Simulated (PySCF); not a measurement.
# Diatomics with 55 electrons

PBE0 in PySCF with x2c-SVPall on every atom, spin-free X2C, for the lowest determinant that a PBE0 search found; no spin–orbit coupling. All have 55 electrons, 7 of them in the valence shells, and the same state, a quartet (σ ↑, π ↑↑). For ions De leads to the atom and ion picked by measured ionisation energies and electron affinities.

```tsv
species	difference of nuclear charges	Re (Å)	ωe (cm⁻¹)	k (mdyn/Å)	De (eV)	dissociates to	Mayer bond order
InC	43	2.204	488	1.52	3.00	In + C	1.13
SnB	45	2.174	577	1.97	2.85	Sn + B	1.85
BeSb	47	2.405	459	1.04	1.24	Be + Sb	1.20
SnC⁺	44	2.120	610	2.39	2.81	Sn⁺ + C	1.43
```

Question: Which member of the whole set has the stiffest bond, and how does it compare with the softest?

Answer: SnC⁺ with k = 2.39 mdyn/Å, 2.3 times that of BeSb.

These are scalar-relativistic numbers at best; spin–orbit coupling would shift them, the dissociation energy most. For an ion De counts to the pair picked by the measured ionisation energies or electron affinities, which need not be the lowest pair at this level. States were picked by a PBE0 search and need not be the measured ground states.
